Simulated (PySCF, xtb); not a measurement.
F5HOW, SMILES [OH][W]([F])([F])([F])([F])[F], multiplicity 1. Other conformers were not sampled.

Harmonic wavenumbers (cm⁻¹) from GFN2-xTB (xtb) at its own minimum, in rising order: 102, 102, 124, 200, 200, 236, 252, 269, 269, 385, 396, 402, 402, 425, 426, 448, 542, 3559.

Question: What does PySCF with B3LYP-D3(BJ)/def2-SVP give at its own minimum? (An estimate is asked for; the answer gives what the named calculation found.)

Answer: 87, 87, 165, 192, 192, 265, 303, 316, 316, 400, 400, 673, 685, 711, 711, 737, 811, 3917. Paired by order, the mean absolute difference is 129 cm⁻¹ and the zero-point energies are 12.5 and 15.7 kcal/mol.
